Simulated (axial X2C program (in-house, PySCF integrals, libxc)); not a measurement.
**Density and ELF of NiB⁺**

All values were computed with an in-house relativistic program for diatomic molecules. Two-component (2c) means X2C with spin–orbit coupling and atomic mean-field two-electron Coulomb and Gaunt terms. Basis: Ni dyall-cv3z [9s9p6d3f2g], B dyall-v3z [7s6p2d1f] (cores contracted in-house); Gaussian nuclei, density fitting, unrestricted open shells. Masses: Ni 57.935 u, B 11.009 u.

PBE0, two-component, state Ω = 3 (⟨Sz⟩ = 1.00, ⟨Lz⟩ = 2.00 at PBE0); Ni at z = 0, B at z = 1.870 Å.

The maps cover the half plane through the axis: z from -2.4 to 4.2 Å along the bond, ρ from 0.15 to 2.25 Å away from it.

log10 of the density in e/bohr³:

```
 ρ\z  -2.4  -1.8  -1.2  -0.6   0.0   0.6   1.2   1.8   2.4   3.0   3.6   4.2
0.15  -4.1  -3.1  -2.0  -0.3   1.4  -0.3  -0.9   0.5  -0.9  -1.6  -2.6  -3.5
0.45  -4.2  -3.2  -2.1  -0.8   0.2  -0.7  -1.0  -1.1  -1.2  -1.8  -2.6  -3.6
0.75  -4.3  -3.4  -2.3  -1.3  -0.8  -1.2  -1.3  -1.4  -1.5  -2.0  -2.8  -3.7
1.05  -4.4  -3.5  -2.6  -1.9  -1.5  -1.6  -1.7  -1.7  -1.9  -2.4  -3.1  -3.9
1.35  -4.6  -3.8  -3.0  -2.3  -2.0  -2.0  -2.1  -2.2  -2.3  -2.8  -3.4  -4.2
1.65  -4.9  -4.0  -3.3  -2.8  -2.5  -2.5  -2.6  -2.7  -2.8  -3.2  -3.8  -4.5
1.95  -5.1  -4.4  -3.7  -3.2  -3.0  -2.9  -3.0  -3.1  -3.3  -3.6  -4.1  -4.8
2.25  -5.4  -4.7  -4.1  -3.7  -3.4  -3.4  -3.5  -3.6  -3.8  -4.1  -4.5  -5.1
```

Electron localisation function (collinear form, no current term, damped to 0 at low density):

```
 ρ\z  -2.4  -1.8  -1.2  -0.6   0.0   0.6   1.2   1.8   2.4   3.0   3.6   4.2
0.15  0.00  0.01  0.04  0.53  0.50  0.45  0.86  1.00  0.81  1.00  0.99  0.19
0.45  0.00  0.01  0.04  0.32  0.73  0.28  0.87  0.03  0.97  1.00  0.99  0.12
0.75  0.00  0.01  0.04  0.14  0.29  0.22  0.82  0.60  0.98  1.00  0.96  0.05
1.05  0.00  0.01  0.03  0.09  0.15  0.26  0.71  0.63  0.93  0.98  0.81  0.01
1.35  0.00  0.00  0.03  0.08  0.14  0.28  0.51  0.42  0.76  0.89  0.30  0.00
1.65  0.00  0.00  0.02  0.07  0.13  0.23  0.27  0.17  0.37  0.44  0.03  0.00
1.95  0.00  0.00  0.01  0.04  0.09  0.13  0.09  0.04  0.07  0.04  0.00  0.00
2.25  0.00  0.00  0.00  0.01  0.04  0.04  0.02  0.01  0.01  0.00  0.00  0.00
```

Axial spin density in 10⁻³ e/bohr³:

```
 ρ\z  -2.4  -1.8  -1.2  -0.6    0.0   0.6   1.2   1.8   2.4   3.0  3.6  4.2
0.15   0.0   0.1  -0.4  -8.1  644.0  -3.7  15.6  28.6  83.5  18.6  2.3  0.2
0.45   0.0   0.1   0.2   2.8  175.4   6.5   6.2  -2.7  45.9  13.1  1.8  0.2
0.75   0.0   0.1   0.6   5.8   32.2   8.0   1.1  -0.9  17.4   6.8  1.2  0.1
1.05   0.0   0.1   0.6   3.7    9.7   4.6   0.0  -0.6   5.4   2.9  0.6  0.1
1.35   0.0   0.1   0.4   1.8    3.5   2.1  -0.1  -0.3   1.5   1.1  0.3  0.1
1.65   0.0   0.1   0.2   0.8    1.3   0.8   0.0  -0.2   0.4   0.4  0.1  0.0
1.95   0.0   0.0   0.1   0.3    0.5   0.3   0.0  -0.1   0.1   0.1  0.1  0.0
2.25   0.0   0.0   0.1   0.1    0.2   0.1   0.0   0.0   0.0   0.0  0.0  0.0
```

One determinant describes the state; a PBE0 search over occupations chose it and may have missed a lower one. Density functionals use the spin component along the axis (collinear). Other states lie close and PBE0, whose exact exchange favours high spin, may order them wrongly; the determinant shown need not be the ground state. The nearest other spin-free determinant of the search, M_S = 0, Λ = 2, lies 0.06 eV up at the distance of the search. Without a current term, density functionals place determinants with orbital angular momentum somewhat too high. With several unpaired electrons one determinant need not be a pure state. A state of lower Ω lies just above, and one determinant can place such states too high, so the state shown need not be the lowest. The search has Ω = 2 only 0.06 eV up.
